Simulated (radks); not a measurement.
Charge is removed step by step from the 5p (averaged over the sub-levels emptied) level of Tm+, starting from [Xe] 4f13 6s1. Method: Dirac Kohn-Sham, LDA (Slater exchange, Perdew-Wang correlation), spin-unpolarised, spherical densities, finite nucleus; open shells are shared between the two j in proportion to 2j + 1; Fermi nuclear charge, rms radius 5.2256 fm; computed with a radial shooting solver on a logarithmic mesh with Libxc functionals.

removed (e)  E - E(0) (eV)  eigenvalue (eV)  E minus straight line (eV)
0                    0.000          -34.131                       0.000
0.1                  3.474          -35.349                      -0.568
0.2                  7.070          -36.583                      -1.013
0.3                 10.791          -37.832                      -1.335
0.4                 14.637          -39.094                      -1.531
0.5                 18.610          -40.368                      -1.600
0.6                 22.711          -41.655                      -1.540
0.7                 26.942          -42.954                      -1.352
0.8                 31.302          -44.263                      -1.033
0.9                 35.795          -45.584                      -0.583
1                   40.419          -46.915                       0.000

Removing the whole electron costs 40.419 eV by Delta-SCF, against 34.131 eV from minus the eigenvalue at the starting occupation. Slater's transition state (half an electron removed) gives 40.368 eV. Integrating minus the eigenvalue over the occupation (Janak's theorem) gives 40.419 eV. The mean slope of the eigenvalue, de/dn, is 12.8 eV per electron.
